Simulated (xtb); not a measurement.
WCl4H2, SMILES [Cl][WH2]([Cl])([Cl])[Cl], multiplicity 1. All values are semi-empirical tight-binding results from xtb (GFN2-xTB unless named), good for trends rather than for accurate numbers. The structure is a stationary point at GFN2-xTB. The multiplicity is an assumed one; no other spin state was optimised. The structure was generated by enumeration; whether it is a known compound was not checked.

Optimised geometry:

```xyz
7

W      0.0000     0.0000     0.3288
Cl     0.0000    -2.3406     0.3336
Cl     1.6293     0.0000    -1.1408
Cl    -1.6293     0.0000    -1.1408
Cl     0.0000     2.3406     0.3336
H      1.1911     0.0000     1.5570
H     -1.1911     0.0000     1.5570
```
Charge 0, spin multiplicity 1.

For metal compounds this method's bond lengths and energies can be far off.

```json
{
  "point_group_as_xtb_finds_it": "C2v",
  "orbital_gap": "2.21 eV",
  "zero_point_energy": "12.0 kcal/mol",
  "G − E(el) at 298.15 K (modified RRHO)": "-10.0 kcal/mol"
}
```

Computed atomic charges and the Wiberg bond orders between heavy atoms:
charges (e) W1 1.11, Cl2 -0.18, Cl3 -0.24, Cl4 -0.24, Cl5 -0.18, H6 -0.14, H7 -0.14. Bond orders W1–Cl2 1.20, W1–Cl3 1.18, W1–Cl4 1.18, W1–Cl5 1.20.
